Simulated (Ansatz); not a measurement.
Compare A (`C=C(F)[SiH2]N`) with its isomer B (`C[C@@H]1N[Si@@H]1F`).

Gas-phase electronic energies from Ansatz, PBE0-D4/def2-TZVP geometries. CCSD(T)/CBS adds triple-zeta CCSD(T) − MP2 to the extrapolated MP2 energy (def2 sets, frozen cores). DFT in def2-TZVPP. B3LYP here is the variant with VWN-RPA as its local correlation; programs differ in this. One conformer a species, not always the lowest.

A:

Z-matrix (Å, degrees):
```
Si
N 1 1.711
C 1 1.882 2 115.4
H 1 1.484 2 106.6 3 -120.2
H 1 1.485 2 110.3 3 118.1
H 2 1.007 1 121.1 3 -61.0
H 2 1.007 1 119.9 3 85.5
F 3 1.357 1 114.7 2 -59.3
C 3 1.324 1 126.6 2 120.6
H 9 1.082 3 119.3 1 -0.1
H 9 1.085 3 122.0 1 179.6
```

B:

```xyz
11

C    -0.334   -1.387    0.523
C    -0.224    0.112    0.455
N    -0.663    0.741   -0.849
Si    0.954    1.086   -0.538
F     2.043    0.446   -1.503
H    -1.381   -1.699    0.596
H     0.093   -1.854   -0.365
H     0.194   -1.771    1.400
H    -0.612    0.611    1.348
H    -1.509    1.284   -0.891
H     1.439    2.431   -0.176
```

Problem. Which isomer does CCSD(T)/CBS put lower? Give the gap. (An estimate is asked.)

Solution. Ansatz gave: B, by 99.2 kJ/mol.

Problem. Give E(B) − E(A) in kJ/mol with MP2/def2-TZVPP, CCSD(T)/def2-TZVPP, CCSD/def2-TZVPP, B3LYP, PBE-D4, HF/def2-TZVPP, ωB97M-V. (Best estimate.)

Solution. Ansatz gave: MP2/def2-TZVPP -112.4, CCSD(T)/def2-TZVPP -96.1, CCSD/def2-TZVPP -96.1, B3LYP -84.2, PBE-D4 -96.7, HF/def2-TZVPP -73.8, ωB97M-V -96.5. None reverses the order clearly.

Largest T1 diagnostic: 0.012.

In def2-TZVPP, CCSD(T) changes the Hartree–Fock value by −22.3 kJ/mol (the triples alone add −0.1 kJ/mol) and MP2 by −38.6 kJ/mol. From PBE to PBE0 (25 % exact exchange), in def2-TZVPP and without D4, E(B) − E(A) moves by −6.3 kJ/mol.
